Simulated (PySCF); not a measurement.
C2H3AlClF, SMILES C=[CH][Al]([F])[Cl].

The structure is a stationary point at PBE0-D3(BJ)/def2-SVP. Other conformers were not sampled.

These are PySCF with PBE/def2-TZVP values and carry that method's errors.

Isolated molecule, no solvent.

Computed frontier levels, gap, dipole moment and polarisability:
The highest occupied level is -7.42 eV, the lowest empty level is -2.42 eV and the orbital gap is 5.00 eV. The dipole moment comes out as 2.34 D. The quadrupole, principal values (traceless, Buckingham form, about the centre of nuclear charge) is -4.76, 2.04, 2.72 D·Å and the mean static polarisability is 58.5 bohr³ (8.67 Å³). The polarisability, principal values comes out as 41.6, 62.9, 71.1 bohr³.
